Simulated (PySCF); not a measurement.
How methods differ on the ionisation energy of Ga¹⁴⁺

Ga¹⁴⁺ [Ne] 3s2 3p5 [3p1/2^2 3p3/2^3, M_J = 3/2] → Ga¹⁵⁺ [Ne] 3s2 3p4 [3p1/2^2 3p3/2^2, M_J = 2], as a difference of total energies. Computed with PySCF 2.14 in an even-tempered Gaussian basis (19 s from 1.2 bohr⁻², ratio 2.4; 14 p from 1.5 bohr⁻², ratio 2.4; 5 d from 8.1 bohr⁻², ratio 2.6; 4 f from 12 bohr⁻², ratio 2.6), with the two-component X2C-1e Hamiltonian. Correlated levels: 1s2 frozen; the 56 highest virtual spinors dropped. "Screened" scales the spin-orbit matrix elements by Boettger's factors to mimic the two-electron term; Breit and QED terms are absent.

```json
{"method": "GHF (spin-free)", "ionisation energy (eV)": "508.31"}
{"method": "GMP2 (spin-free)", "ionisation energy (eV)": "509.21"}
{"method": "GHF (screened spin-orbit)", "ionisation energy (eV)": "507.43"}
{"method": "GMP2 (screened spin-orbit)", "ionisation energy (eV)": "508.34"}
```

How much does correlation contribute at GMP2 (screened spin-orbit)?

508.34 − (507.43) = 0.91 eV, measured against GHF (screened spin-orbit).

Breit and QED terms and the two-electron picture change are absent.

The spin-free rows relax to the high-spin LS determinant and lack the spin-orbit shift.

The labels give the starting determinants; with spin-orbit coupling the two ends relaxed to ⟨J²⟩ = 3.75, ⟨L²⟩ = 2.00, ⟨S²⟩ = 0.75 and ⟨J²⟩ = 6.01, ⟨L²⟩ = 2.40, ⟨S²⟩ = 1.80.

For comparison: 508.8 ± 0.4 eV (semi-empirical (NIST evaluation); NIST Atomic Spectra Database, ionization energies).
